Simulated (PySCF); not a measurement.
AlFH4OSi. Atoms are numbered in the order given.

```xyz
8

Al    -0.4339     0.2256    -0.2521
F     -1.7221    -0.7011    -0.7689
O     -0.4779     1.8974    -0.5184
H     -1.1768     2.3961    -0.9453
Si     1.4653    -0.7948     0.8570
H      2.4750     0.2374     1.2439
H      2.1250    -1.7914    -0.0446
H      1.0256    -1.5177     2.0920
```
Charge 0, spin multiplicity 1.

Geometry optimised at PBE0-D3(BJ)/def2-SVP. One conformer was computed; it need not be the lowest.

These are PySCF 2.14.0 with PBE0-D3(BJ)/def2-SVP values and carry that method's errors.

Frequencies are harmonic and unscaled.

Computed normal modes with their intensities:
```tsv
mode	ν (cm⁻¹)	IR (km/mol)	moving atoms (share of kinetic energy)
1	19	0.0	H 93 %
2	126	1.6	F 29 %, O 25 %, Al 18 %, Si 14 %, H 14 %
3	203	18.4	Al 57 %, H 21 %, F 13 %, O 9 %
4	216	46.2	F 34 %, O 27 %, Si 21 %, H 14 %
5	385	171.0	H 83 %, O 12 %
6	391	24.9	Si 39 %, Al 30 %, H 12 %, F 11 %
7	469	3.1	H 81 %, Si 10 %, Al 8 %
8	476	13.7	H 84 %, Si 11 %
9	550	130.9	H 70 %, O 24 %
10	805	269.6	F 31 %, Al 30 %, H 22 %, O 17 %
11	864	59.5	H 74 %, Si 9 %
12	926	2.3	H 71 %, Al 13 %, O 10 %
13	932	39.4	H 98 %
14	942	134.6	Al 36 %, H 31 %, O 21 %, F 11 %
15	2214	45.8	H 99 %
16	2222	76.8	H 96 %
17	2233	74.9	H 96 %
18	3978	117.2	H 94 %
```
